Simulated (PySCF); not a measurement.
Zr(H)3(OSiH3) (H6OSiZr), SMILES [SiH3][O][ZrH3], multiplicity 1. Coordinates come from a B3LYP-D3(BJ)/def2-SVP optimisation. The multiplicity is an assumed one; no other spin state was optimised. The structure was generated by enumeration; whether it is a known compound was not checked. The def2 effective core potentials stand for the cores of Zr; spin–orbit coupling is left out.

Computed equilibrium geometry at B3LYP-D3(BJ)/def2-SVP (PySCF confirms it by a frequency run) as Cartesian coordinates in Å, and its point group:
point group C3v.
```xyz
9

Zr     0.0000     0.0000     1.1187
H      1.5368    -0.8873     1.6852
H      0.0000     1.7745     1.6852
H     -1.5368    -0.8873     1.6852
O      0.0000     0.0000    -0.7908
Si     0.0000     0.0000    -2.4721
H      0.0000    -1.4074    -2.9552
H      1.2189     0.7037    -2.9552
H     -1.2189     0.7037    -2.9552
```
